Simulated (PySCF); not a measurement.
**Field gradients at the hydrogen positions**

C₃H₁₃PSSi₃.
SMILES with atom numbers: `[CH2:1]=[CH:2][SiH2:3][P:4]([SiH3:5])[SiH2:6][S:7][CH3:8]` (hydrogens: H9, H10 on C1; H11 on C2; H12, H13 on Si3; H14, H15, H16 on Si5; H17, H18 on Si6; H19, H20, H21 on C8)

Cartesian coordinates in Å at the GFN2-xTB level; atoms count from 1:
```xyz
21
C3H13PSSi3 angstrom
C     -3.3662    0.7693    1.6011
C     -2.6665    1.0955    0.5259
Si    -2.0023   -0.1227   -0.7417
P      0.1904    0.2853   -0.8788
Si     0.9116   -1.3585   -2.2020
Si     0.7839   -0.4338    1.1383
S      2.9160   -0.5657    1.2758
C      3.4144    0.9474    0.3954
H     -3.6321   -0.2532    1.8158
H     -3.7106    1.5025    2.3148
H     -2.4259    2.1402    0.3626
H     -2.2908   -1.5049   -0.3408
H     -2.5403    0.1349   -2.0798
H      0.4463   -1.0112   -3.5425
H      0.3862   -2.6650   -1.8011
H      2.3705   -1.3536   -2.1303
H      0.2935    0.5497    2.1034
H      0.3587   -1.7800    1.5018
H      2.8414    1.0315   -0.5252
H      3.2403    1.8099    1.0312
H      4.4725    0.8547    0.1757
```

Level: PBE0/pcSseg-1 (PySCF, non-relativistic); Q(2H) = 0.00286 b; rigid geometry, the same for H and D, with no vibrational averaging.

Problem. Rank these positions by the coupling χzz of a deuteron there, largest first.
A. H12 (Si–H hydrogen)
B. H9 (vinylic hydrogen)
C. H21 (methyl hydrogen)
D. H19 (methyl hydrogen)
E. H18 (Si–H hydrogen)

Solution. B (223 kHz), C (214 kHz), D (206 kHz), E (112 kHz), A (107 kHz).

Problem. Give the electric field gradient Vzz (the principal value of largest size), its asymmetry and the 2H coupling at each hydrogen.

Solution. 
```tsv
atom	bonded to	bond length (Å)	Vzz (au)	η	χzz (kHz)
H9	C1	1.078	0.3316	0.04	223
H10	C1	1.080	0.3301	0.03	222
H11	C2	1.084	0.3234	0.04	217
H12	Si3	1.468	0.1594	0.02	107
H13	Si3	1.465	0.1616	0.01	109
H14	Si5	1.461	0.1648	0.01	111
H15	Si5	1.464	0.1620	0.01	109
H16	Si5	1.461	0.1646	0.03	111
H17	Si6	1.463	0.1629	0.00	109
H18	Si6	1.458	0.1667	0.02	112
H19	C8	1.088	0.3062	0.06	206
H20	C8	1.086	0.3151	0.03	212
H21	C8	1.085	0.3181	0.04	214
```

Problem. Average by the element that carries the hydrogen.

Solution. on C: 216 kHz over 6 positions, mean bond length 1.083 Å; on Si: 110 kHz over 7 positions, mean bond length 1.463 Å.

Problem. How does χzz go with the bond length over the 7 Si–H bonds?

Solution. A straight-line fit has a slope of -4.9 kHz for each 0.01 Å, with a correlation coefficient of -1.00, over lengths from 1.458 to 1.468 Å. The longer bonds have the smaller couplings here.

Problem. Give the 2H NMR doublet splittings at H13 for a magnetic field along the z, y and x axes of the gradient: 3χ/2, 3χ(1 + η)/4, 3χ(1 − η)/4.

Solution. With |χ| = 108.6 kHz and η = 0.007: 163, 82 and 81 kHz, to first order and without motion.

One conformer (not necessarily the lowest) at the GFN2-xTB geometry, without solvent, vibrations or thermal averaging. GFN2-xTB bond lengths can be off by several hundredths of an ångström, more for odd bonds, and the gradients follow them. The basis is small and wasn't made for field gradients, so the couplings can be 20 % off.
